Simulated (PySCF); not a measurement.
Species: C3H8AlN.
Atom-mapped SMILES: `[CH2:1]=[CH:2][AlH:3][NH:4][CH3:5]` (hydrogens: H6, H7 on C1; H8 on C2; H9 on Al3; H10 on N4; H11, H12, H13 on C5)

Level of theory: PySCF 2.14.0, PBE0-D3(BJ)/def2-SVP geometry optimisation, gas phase.

Entries marked ? are missing. Bonds in one row agree within 0.01 Å.

| coordinate | value |
| --- | --- |
| C1=C2 | ? |
| C2–Al3 | ? |
| Al3–N4 | 1.779 Å |
| N4–C5 | ? |
| C1–H6 | 1.098 Å |
| C1–H7 | 1.098 Å |
| C2–H8 | 1.099 Å |
| Al3–H9 | 1.588 Å |
| N4–H10 | 1.016 Å |
| C5–H11, C5–H12, C5–H13 | 1.105 Å |
| C2–C1–H6 | ? |
| C2–C1–H7 | 123.0° |
| H6–C1–H7 | 115.1° |
| C1–C2–Al3 | ? |
| C1–C2–H8 | 116.2° |
| Al3–C2–H8 | 123.7° |
| C2–Al3–N4 | 121.1° |
| C2–Al3–H9 | 121.0° |
| N4–Al3–H9 | 117.9° |
| Al3–N4–C5 | ? |
| Al3–N4–H10 | 118.8° |
| C5–N4–H10 | 111.9° |
| N4–C5–H11 | 112.9° |
| N4–C5–H12 | 110.3° |
| H11–C5–H12 | 106.7° |

Problem. Estimate the withheld lengths and angles.

Solution. 
- C1=C2 = 1.343 Å, drawn double (terminal =CH2 carbon to alkene CH carbon); 0.12 Å below the sum of covalent radii, 1.46 Å.
- C2–Al3 = 1.945 Å, drawn single (ends: alkene CH carbon; aluminium bonded to C, N and H); 0.01 Å above the sum of covalent radii, 1.94 Å.
- N4–C5 = 1.443 Å, drawn single (ends: nitrogen bonded to Al, C and H; N-methyl carbon); 0.03 Å below the sum of covalent radii, 1.47 Å.
- C2–C1–H6 = 122.0°, at the terminal =CH2 carbon; the outer atoms are 2.138 Å apart.
- C1–C2–Al3 = 120.1°, at the alkene CH carbon; the outer atoms are 2.865 Å apart.
- Al3–N4–C5 = 129.3°, at the nitrogen bonded to Al, C and H; the outer atoms are 2.915 Å apart.

Radii are Cordero's, carbon taken as 0.76, 0.73 or 0.69 Å for four, three, and two or fewer neighbours.

Stationary, but not proved a minimum. One conformer, not necessarily the lowest (C1–C2–Al3–N4 180°, C2–Al3–N4–C5 0°).
